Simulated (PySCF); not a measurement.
Species: C3H2FNSe.
Bonds: F1–C2, C2–N3 (aromatic), N3–C4 (aromatic), C4–C5 (aromatic), C5–Se6 (aromatic), C2–Se6 (aromatic). Hydrogens: H7 on C4; H8 on C5.

Computed, not measured: PBE0-D3(BJ)/def2-SVP geometry optimisation, gas phase in PySCF.

(1) What internal coordinates does the optimisation give?

## Answers

(1) 
```
  bond  length (pm)     order
 F1–C2        131.1    single
 C2–N3        127.5  aromatic
 N3–C4        137.2  aromatic
 C4–C5        136.2  aromatic
C5–Se6        186.3  aromatic
C2–Se6        187.9  aromatic
 C4–H7        109.2    single
 C5–H8        108.9    single
```

Orders are formal, as drawn. A selection of angles:
```
    angle  degrees
 F1–C2–N3    123.5
F1–C2–Se6    119.9
N3–C2–Se6    116.6
 C2–N3–C4    111.9
 N3–C4–C5    118.1
 N3–C4–H7    118.5
 C5–C4–H7    123.4
C4–C5–Se6    110.1
 C4–C5–H8    127.7
Se6–C5–H8    122.2
C2–Se6–C5     83.4
```

The 6 heavy atoms lie in one plane (0.000 Å rms). The 5-membered ring C2–N3–C4–C5–Se6 has internal angles of 83.4° to 118.1° (sum 540°, against 540° for a flat polygon); it is planar, 0.00 Å rms from its mean plane, widest ring torsion 0°. The 2 C–N bonds span 1.275 Å (C2–N3, aromatic) to 1.372 Å (N3–C4, aromatic), a spread of 0.097 Å.

Point group: Cs (every atom within 0.08 Å of its image). No frequency check.
